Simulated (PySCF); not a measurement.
Computed IR spectrum (relative IR intensity) of a molecule C4H7Cl. Geometry optimised at PBE0-D3(BJ)/def2-SVP. The values are those of a single conformer. Calculation: PBE0-D3(BJ)/def2-SVP in PySCF. Frequencies are harmonic and unscaled.

Lines under 2 % of the strongest are left out, and lines within 2 cm⁻¹ are merged.

```
ν (cm⁻¹)  relative intensity
--------  ------------------
239                      2.4
357                      6.1
453                       23
483                      6.5
805                       71
813                       67
897                       88
987                       13
1078                     100
1087                     3.9
1216                      26
1320                      28
1394                     4.9
1404                      27
1441                     3.9
1445                      22
1457                      22
1462                      62
1741                      31
3042                      62
3048                      82
3119                      26
3122                      43
3163                      38
3186                      10
3230                      23
```

Q: Identify the compound among the candidates.
(A) ClCC1CC1
(B) CC/C=C\Cl
(C) CC(C)=CCl
(D) C/C=C(\C)Cl

A: C, CC(C)=CCl
